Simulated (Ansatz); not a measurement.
A structure relaxed at PBE0-D4/def2-TZVP, charge 0, multiplicity 1:

```xyz
10

F     1.067    1.963   -0.660
Si    0.582    0.726    0.263
Al    1.841   -1.333   -0.223
Ge   -1.773    0.443   -0.037
H     0.772    1.152    1.683
H     2.899   -1.415   -1.402
H     1.526   -2.613    0.663
H    -2.100   -0.035   -1.463
H    -2.267   -0.634    0.947
H    -2.547    1.745    0.229
```

Q: Give its formula and SMILES.

A: AlFGeH6Si, `F[SiH]([AlH2])[GeH3]`.

Q: Summarise the bond lengths by kind.

A: 1 × F–Si 1.618 Å; 1 × Al–Si 2.461 Å; 1 × Ge–Si 2.392 Å; 1 × H–Si 1.495 Å; 2 × Al–H 1.586 to 1.589 Å; 3 × Ge–H 1.538 to 1.540 Å.

Program: Ansatz 0.2.0.
